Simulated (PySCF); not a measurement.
C2H5O2 (SMILES C[OH+]C=O), charge +1, singlet, at a GFN2-xTB geometry. Base run: PBE0/cc-pVDZ (PySCF).

Geometry (Å):
```xyz
9

C     -1.4366    -0.5709    -0.7756
O     -0.3356    -0.4801     0.1722
C      0.8256     0.4014    -0.0694
O      1.3863     0.8359     0.8450
H     -1.0189    -0.6911    -1.7745
H     -2.0157    -1.4593    -0.5249
H     -2.0677     0.3176    -0.7355
H     -0.6299    -0.4570     1.1146
H      0.9920     0.4604    -1.1476
```
Charge +1, spin multiplicity 1.
All else is at PySCF's defaults.

Variants of this job, named by their change:

```csv
change,E (Eh),HOMO (eV),HOMO-LUMO gap (eV),core-seconds (rough),outcome
base,-229.09659,-15.50,8.67,5,converged
functional = mn15,-229.09833,-16.33,10.32,8,converged
functional = pw6b95,-229.61455,-15.66,8.91,7,converged
functional = tpssh,-229.36289,-14.58,7.18,8,converged
functional = pbe0; dispersion = d3bjm,-229.10142,-15.50,8.67,5,converged
functional = bhandhlyp,-229.22474,-17.10,11.65,5,converged
functional = bp86,-229.35147,-13.93,5.77,5,converged
functional = pbe,-229.08888,-13.83,5.74,5,converged
functional = mn12l,-229.13959,-14.52,7.18,7,converged
functional = blyp,-229.28724,-13.70,5.74,6,converged
functional = lc_wpbe,-229.20923,-18.27,14.10,10,converged
functional = m06l,-229.32405,-14.25,6.43,7,converged
functional = wb97m_v,-,-,-,-,cut at the time limit
```

Absolute energies of different levels of theory aren't comparable as measures of quality.
